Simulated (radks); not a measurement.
The numbers below are computed, except where a source is named.
Problem. These are the eigenvalues of the occupied orbitals of an atom or ion with whole-number occupations (Ry). Level of theory: scalar-relativistic Kohn-Sham, r2SCAN, spin-unpolarised, spherical densities, finite nucleus; meta-GGA in the generalised Kohn-Sham scheme; Fermi nuclear charge, rms radius of each element as measured or else 0.836 A^(1/3) + 0.57 fm (a radial shooting solver on a logarithmic mesh with Libxc functionals).

| orbital | eigenvalue |
|---|---|
| 1s | -1700.786 |
| 2s | -251.0138 |
| 2p | -225.1770 |
| 3s | -48.56235 |
| 3p | -39.99342 |
| 3d | -26.33308 |
| 4s | -10.10196 |
| 4p | -7.62995 |
| 4d | -4.01244 |

Which element is it, and in what charge state? The configuration may be excited.

Solution. Z = 45, rhodium, charge +4: Rh4+ in [Kr] 4d5. The list shows which subshells hold electrons but not how many an open one holds; the 1s level, -850.39 hartree, gives Z - s = 41.2 by -(Z - s)^2/2, which with screening and relativity narrows Z to a few neighbours, and the depths of the outer levels then fix element, charge and occupations together.
